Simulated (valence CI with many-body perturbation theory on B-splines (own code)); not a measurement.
# W⁵⁹⁺: magnetic and hyperfine properties of the levels

Calculated by relativistic CI+MBPT: five valence electrons over a frozen Dirac-Fock core [Ne], a basis of 9 s, 9 p, 8 d, 6 f, 3 g, 1 h functions for each j, with the one-electron correlation potential Σ1, the two-electron term Σ2, the three-electron term Σ3, Breit, model QED; selected CI, second order for the rest (own B-spline code, finite nucleus).

The last digits are not significant, and no measured levels were compared; by estimate large intervals hold to a few tenths of a per cent, small ones and those within an open d or f shell to about a per cent. Among the levels kept, up to 540 cm⁻¹ of a level comes from second order outside the variational space, and about a tenth of that is noise between levels of different J, which matters for small intervals.

A/g_I is the dipole constant over the nuclear g factor μ/I (μ in nuclear magnetons, uniformly magnetised nucleus), B/Q the quadrupole constant per barn. Both hold the static response of the core; the bare values leave it out. Large factors of s and p1/2 electrons are usually good to 5 to 10 %; those of open d and f shells near neutrality can be off by tens of per cent, and small factors of p3/2, d and f electrons come from cancelling terms and can be off by a factor of two or in sign, in half-filled shells by more. B is blank for J = 1/2, where it vanishes, and for nearly pure S terms. Energies count from the lowest level.

Levels are named by their leading jj configuration (3d3/2^4 stands for four electrons in 3d with j = 3/2), which in mixed levels can hold well under half, so a name can repeat and another be missing. Letters in brackets count levels of one name in rising energy.

```tsv
Level	E (eV)	g	A/g_I (MHz)	A/g_I bare	B/Q (MHz/b)	B/Q bare
(3s^2 3p1/2^2 3p3/2) J=3/2	0.00	1.341	208000	208000	408000	402000
(3s^2 3p1/2^2 3d3/2) J=3/2	229.65	0.777	112000	115000	68100	70300
(3s^2 3p1/2^2 3d5/2) J=5/2	324.03	1.195	49100	51900	58700	61200
(3s^2 3p1/2 3p3/2^2) J=3/2	341.34	1.453	-116000	-110000	30300	29900
(3s^2 3p1/2 3p3/2^2) J=5/2	353.14	1.186	542000	535000	-1020	-1000
(3s^2 3p1/2 3p3/2^2) J=1/2	368.50	0.647	1860000	1830000		
(3s 3p1/2^2 3p3/2^2) J=5/2	515.75	1.456	1220000	1190000	83400	82300
(3s 3p1/2^2 3p3/2^2) J=3/2	545.50	1.146	-647000	-628000	-41200	-40500
(3s 3p1/2^2 3p3/2^2) J=1/2	547.44	2.042	4950000	4850000		
(3s^2 3p1/2 3p3/2 3d3/2) J=5/2 [a]	568.42	0.956	406000	402000	-41800	-39800
(3s^2 3p1/2 3p3/2 3d3/2) J=1/2 [a]	571.71	0.214	686000	678000		
(3s^2 3p1/2 3p3/2 3d3/2) J=3/2 [a]	571.95	0.902	404000	401000	-250000	-247000
(3s^2 3p1/2 3p3/2 3d3/2) J=7/2	580.73	1.021	402000	399000	450000	447000
(3s^2 3p1/2 3p3/2 3d3/2) J=5/2 [b]	610.44	1.157	56200	59600	426000	421000
(3s^2 3p1/2 3p3/2 3d3/2) J=1/2 [b]	620.64	1.662	1300000	1280000		
(3s^2 3p1/2 3p3/2 3d3/2) J=3/2 [b]	621.34	1.216	-75100	-68800	18900	17400
(3s^2 3p1/2 3p3/2 3d5/2) J=7/2 [a]	649.96	1.301	-86300	-80900	455000	452000
(3s^2 3p1/2 3p3/2 3d5/2) J=3/2 [a]	662.45	1.332	-286000	-276000	-155000	-152000
(3s^2 3p1/2 3p3/2 3d5/2) J=9/2	662.89	1.181	301000	298000	457000	454000
(3s^2 3p1/2 3p3/2 3d5/2) J=5/2 [a]	665.98	1.116	387000	384000	-299000	-294000
(3s^2 3p1/2 3p3/2 3d5/2) J=5/2 [b]	686.25	1.275	-76100	-71100	22400	23600
(3s^2 3p1/2 3p3/2 3d5/2) J=7/2 [b]	687.50	1.122	345000	342000	-3310	-1060
(3s^2 3p1/2 3p3/2 3d5/2) J=3/2 [b]	696.16	0.931	554000	547000	43100	43300
(3s^2 3p1/2 3p3/2 3d5/2) J=1/2	700.02	1.225	-563000	-547000		
(3s^2 3p3/2^3) J=3/2	711.67	1.303	219000	218000	-436000	-430000
(3s 3p1/2^2 3p3/2 3d3/2) J=5/2 [a]	741.08	1.257	959000	945000	126000	124000
(3s 3p1/2^2 3p3/2 3d3/2) J=3/2 [a]	743.23	1.252	512000	507000	5650	3990
(3s 3p1/2^2 3p3/2 3d3/2) J=1/2 [a]	745.45	2.369	2900000	2850000		
(3s 3p1/2^2 3p3/2 3d3/2) J=7/2	751.70	1.244	911000	897000	434000	431000
(3s 3p1/2^2 3p3/2 3d3/2) J=3/2 [b]	770.08	1.004	485000	480000	-215000	-212000
(3s 3p1/2^2 3p3/2 3d3/2) J=5/2 [b]	781.18	0.872	-216000	-207000	238000	237000
(3s 3p1/2^2 3p3/2 3d3/2) J=1/2 [b]	785.63	0.554	944000	928000		
(3s^2 3p1/2 3d3/2^2) J=5/2	812.18	0.784	321000	319000	94500	94100
(3s 3p1/2^2 3p3/2 3d5/2) J=9/2	823.07	1.345	714000	704000	451000	448000
(3s 3p1/2^2 3p3/2 3d5/2) J=5/2 [a]	839.86	1.373	1050000	1040000	-222000	-218000
(3s 3p1/2^2 3p3/2 3d5/2) J=7/2 [a]	847.42	1.260	490000	484000	222000	222000
(3s 3p1/2^2 3p3/2 3d5/2) J=3/2 [a]	848.89	1.098	-511000	-495000	-192000	-190000
(3s^2 3p1/2 3d3/2^2) J=1/2	854.36	0.633	1840000	1810000		
(3s^2 3p1/2 3d3/2^2) J=3/2	859.27	0.811	-309000	-298000	-53900	-52900
(3s 3p1/2^2 3p3/2 3d5/2) J=7/2 [b]	864.52	1.175	-110000	-103000	241000	241000
```

Take the isotope of mass number 183, with I = 1/2, μ = 0.11739 μN. What is the hyperfine structure of (3s^2 3p1/2 3p3/2^2) J=5/2?

From the table A = 127000 MHz. Shifts from the centre of gravity in MHz: F = 2: -222000, F = 3: 159000.
